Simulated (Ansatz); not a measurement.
Geometry optimisation, RKS PBE0/def2-mTZVP (Ansatz 0.2.0).

Input file:

```yaml
crystal:
  periodic: [false, false, false]
  atoms:
    - { symbol: B, position_ang: [0.0, 0.0, 0.0] }
    - { symbol: H, position_ang: [0.0, 0.0, 1.54] }
    - { symbol: Cl, position_ang: [1.6108, 0.0, -0.93] }
    - { symbol: Cl, position_ang: [-1.6108, 0.0, -0.93] }
    - { symbol: "N", position_ang: [0.0773, -1.7539, 0.5833] }
    - { symbol: H, position_ang: [-0.441, -2.5119, 0.0539] }
    - { symbol: Si, position_ang: [1.0434, -2.1779, 2.0663] }
    - { symbol: H, position_ang: [1.2276, -3.6248, 2.1308] }
    - { symbol: H, position_ang: [2.3474, -1.5244, 2.0018] }
    - { symbol: H, position_ang: [0.3313, -1.7252, 3.2578] }
    - { symbol: H, position_ang: [0.0395, -0.8969, 1.5631] }
basis:
  gaussian: { orbitals: def2-mTZVP }
hamiltonian:
  xc: pbe0
relax:
  f_tol: 0.15
  max_steps: 25
  restrain:
    - { distance: [0, 4], at: 2.75, k: 30.0 }
    - { distance: [10, 1], at: 1.86, k: 30.0 }
    - { distance: [0, 1], at: 1.19, k: 30.0 }
    - { distance: [10, 4], at: 1.06, k: 30.0 }
output:
  orbitals: {}
```

Launched with:

```bash
$ ansatz run input.yaml --threads 4 --pin off --max-ram 5120MiB --backend cpu --events-out ev --progress --plain --runs-dir out
```

Question: Where does it end, and by what steps?

Answer: The forces met the threshold. The restraints hold the end off the free minimum; the threshold counts their pulls, which the force column leaves out. Restrained pairs: B1–N5 (1.85 → 2.74 Å), H2–H11 (0.90 → 1.87 Å), B1–H2 (1.54 → 1.19 Å), N5–H11 (1.30 → 1.03 Å). After 22 steps the energy has fallen by 4.510 eV (the restraints' own energy left out); H2 moved furthest, 1.28 Å.

```tsv
step	energy less start (eV)	largest force component (eV/Å)	accepted
0	0.0000	4.856	yes
1	-0.5254	3.751	yes
2	-1.4719	3.914	yes
3	-2.5179	2.565	yes
4	-3.5775	2.950	yes
5	-3.9292	3.286	yes
6	-4.2407	1.671	yes
7	-4.4035	1.179	yes
8	-4.4362	1.011	yes
9	-4.4344	1.563	no
10	-4.4501	1.014	yes
11	-4.4577	1.017	yes
12	-4.4372	1.149	no
13	-4.4687	1.007	yes
14	-4.4753	1.003	yes
15	-4.4826	1.024	yes
16	-4.4840	1.015	yes
17	-4.4784	1.079	no
18	-4.4918	0.987	yes
19	-4.4986	0.988	yes
20	-4.5029	1.062	yes
21	-4.5025	1.045	yes
22	-4.5102	1.026	yes
```

```xyz
11
Properties=species:S:1:pos:R:3
B -0.030 0.328 -0.403
H -0.588 0.641 0.598
Cl 1.670 0.681 -0.584
Cl -0.966 -0.299 -1.740
N -0.141 -1.782 1.346
H -0.876 -2.402 1.034
Si 1.220 -2.465 2.185
H 1.482 -3.789 1.564
H 2.393 -1.571 2.018
H 1.013 -2.664 3.649
H -0.552 -0.893 1.671
```

The run took 48 s on 4 threads of Arm Neoverse V1, with other jobs on the host, peak memory 0.3 GiB.
